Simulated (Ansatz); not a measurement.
A run of Ansatz (development build ahead of 0.2.0) on singlet C10H8 at this shape:

```
atom    x (Å)    y (Å)   z (Å)
   C   0.0000   0.7724  0.0000
   C  -1.3425   1.5128  0.0000
   C  -2.6253   0.7639  0.0000
   C  -2.6253  -0.7639  0.0000
   C  -1.3425  -1.5128  0.0000
   C   0.0000  -0.7724  0.0000
   C   2.6253   0.7639  0.0000
   C   1.3425   1.5128  0.0000
   C   1.3425  -1.5128  0.0000
   C   2.6253  -0.7639  0.0000
   H  -1.3397   2.6937  0.0000
   H  -3.6509   1.3478  0.0000
   H  -3.6509  -1.3478  0.0000
   H  -1.3397  -2.6937  0.0000
   H   3.6509   1.3478  0.0000
   H   1.3397   2.6937  0.0000
   H   1.3397  -2.6937  0.0000
   H   3.6509  -1.3478  0.0000
```

Its results:

```
Converged                       : yes
Total energy                    : -383.20906 hartree
Spin squared of the determinant : 0.000
```

(1) Which input gives this output? Name the method, the orbitals and the basis set, and write the input.

Answers

(1) RHF in cc-pVDZ. An unrestricted run that stays on the closed shell gives the same numbers.

```yaml
crystal:
  periodic: [false, false, false]
  atoms:
    - { symbol: C, position_ang: [0.0, 0.77244, 0.0] }
    - { symbol: C, position_ang: [-1.34248, 1.51276, 0.0] }
    - { symbol: C, position_ang: [-2.62528, 0.76391, 0.0] }
    - { symbol: C, position_ang: [-2.62528, -0.76391, 0.0] }
    - { symbol: C, position_ang: [-1.34248, -1.51276, 0.0] }
    - { symbol: C, position_ang: [0.0, -0.77244, 0.0] }
    - { symbol: C, position_ang: [2.62528, 0.76391, 0.0] }
    - { symbol: C, position_ang: [1.34248, 1.51276, 0.0] }
    - { symbol: C, position_ang: [1.34248, -1.51276, 0.0] }
    - { symbol: C, position_ang: [2.62528, -0.76391, 0.0] }
    - { symbol: H, position_ang: [-1.33968, 2.69369, 0.0] }
    - { symbol: H, position_ang: [-3.65089, 1.34784, 0.0] }
    - { symbol: H, position_ang: [-3.65089, -1.34784, 0.0] }
    - { symbol: H, position_ang: [-1.33968, -2.69369, 0.0] }
    - { symbol: H, position_ang: [3.65089, 1.34784, 0.0] }
    - { symbol: H, position_ang: [1.33968, 2.69369, 0.0] }
    - { symbol: H, position_ang: [1.33968, -2.69369, 0.0] }
    - { symbol: H, position_ang: [3.65089, -1.34784, 0.0] }
basis:
  gaussian: { orbitals: cc-pVDZ }
hamiltonian:
  xc: hf
```

Caution: no unrestricted run beside it, a lower state can exist.
